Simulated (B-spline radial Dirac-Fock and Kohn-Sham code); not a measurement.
**What relativity does to the binding energies of Hg¹⁸⁺**

System: Hg¹⁸⁺ in the configuration [Kr] 4d10 4f14 5s2.

Both columns are ΔSCF binding energies of the configuration average from a radial atomic solver: non-relativistic Hartree-Fock with a point nucleus, and Dirac-Fock with a finite nucleus and the Coulomb interaction alone, averaged over the two j levels with weights 2j+1.

```
shell  Hartree-Fock (eV)  Dirac-Fock (eV)  shift (eV)  shift (%)
   1s            75952.5          83990.9    +8038.37     +10.58
   2s            13174.4          15340.0    +2165.61     +16.44
   2p            12666.8          13400.8     +734.04      +5.80
   3s             3456.8           4003.4     +546.62     +15.81
   3p             3216.7           3426.4     +209.66      +6.52
   3d             2774.9           2758.6      -16.24      -0.59
   4s             1080.4           1223.2     +142.72     +13.21
   4p              974.1           1028.0      +53.81      +5.52
   4d              781.4            779.1       -2.26      -0.29
   4f              520.1            507.3      -12.76      -2.45
   5s              448.0            485.5      +37.48      +8.37
```

Relativity binds 1s, 2s, 2p, 3s, 3p, 4s, 4p, 5s more strongly, among those listed most of all 2s in relative terms, and 3d, 4d, 4f more weakly, because the contracted s and p shells screen the nucleus better.

Values without a named source are computed, but for edge energies of neutral atoms, which are taken from tables.
